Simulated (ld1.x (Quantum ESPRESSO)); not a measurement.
# zirconium (Zr): excitation energies, all-electron against PAW

```json
{
  "Element": "Zr",
  "Generator": "ld1.x (Quantum ESPRESSO) 7.5",
  "Type": "PAW",
  "Functional": "LDA (PZ)",
  "Relativity": "fully relativistic",
  "Frozen core": "[Ar] 3d10 4s2",
  "Valence charge": "10",
  "Reference configuration": "4p6 4d2 5s2 5p0",
  "Partial waves": "5s (bound): rcut 2.45, rcutus 3.10 bohr; 5s channel at 2.65 Ry: rcut 2.45, rcutus 3.10 bohr; 4p (bound): rcut 1.80, rcutus 2.05 bohr; 5p (bound, empty): rcut 1.80, rcutus 2.05 bohr; 4d (bound): rcut 2.90, rcutus 3.05 bohr; 4d channel at 0.75 Ry: rcut 2.90, rcutus 3.05 bohr",
  "Local potential": "all-electron potential smoothed inside 2.40 bohr (lloc = -1)",
  "Core correction": "a·sin(br)/r model core inside 1.30 bohr",
  "Augmentation charge": "GAUSS, radius 1.95 bohr"
}
```

Open shells are filled in proportion to 2j + 1 (rel_dist='average').

Energies are relative to the spin-unpolarised reference configuration 4p6 4d2 5s2 5p0; without spin polarisation the order of configurations can differ from experiment. Not all tests gave a result: test run stopped at test 7 of 7 (negative rho), 1 before it not solved. Left out of the table: 4p6 4d2.5 5s1.5 5p0 (solver errors, printed error -692 eV).

Task: Give the all-electron excitation energy and the error of the potential for: 4p6 4d2 5s1 5p0; 4p6 4d2 5s0 5p0; 4p6 4d1 5s0 5p0; 4p6 4d2 5s0 5p1; 4p6 4d2 5s0 5p2.

Result:

```csv
valence configuration,charge,ΔE all-electron (eV),error AE − PS (meV)
4p6 4d2 5s1 5p0,+1,7.352,+0.8
4p6 4d2 5s0 5p0,+2,20.593,+10
4p6 4d1 5s0 5p0,+3,43.411,-31
4p6 4d2 5s0 5p1,+1,11.161,+9.9
4p6 4d2 5s0 5p2,0,6.390,+9.1
```

The ghost test of this file was not conclusive.
